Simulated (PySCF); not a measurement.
Ligand exchange on a metal centre used in film growth or etching (Zr F-Br). All species are isolated molecules in the gas phase.

The HOMO–LUMO gap from two functionals at the same geometries (r2SCAN-D4/def2-SVP), both in PySCF: PBE-D3(BJ)/def2-TZVP and TPSSh-D3(BJ)/def2-TZVP. 

| species | TPSSh-D3(BJ)/def2-TZVP (eV) |
|---|---|
| 1 of 4 F replaced by Br ([Zr(F)3(Br)]) | 6.22 |
| 2 of 4 F replaced by Br ([Zr(F)2(Br)2]) | 5.54 |
| 3 of 4 F replaced by Br ([Zr(F)(Br)3]) | 5.17 |

**Question.** What does PBE-D3(BJ)/def2-TZVP give for each?

**Answer.** 
- 1 of 4 F replaced by Br ([Zr(F)3(Br)]): 5.19
- 2 of 4 F replaced by Br ([Zr(F)2(Br)2]): 4.57
- 3 of 4 F replaced by Br ([Zr(F)(Br)3]): 4.23
Over these rows, drawn at random from the members with no instability flagged (it was tested for open shells, ions and some series alone), PBE minus TPSSh-D3(BJ): mean -0.98 eV, from -1.03 eV to -0.94 eV.
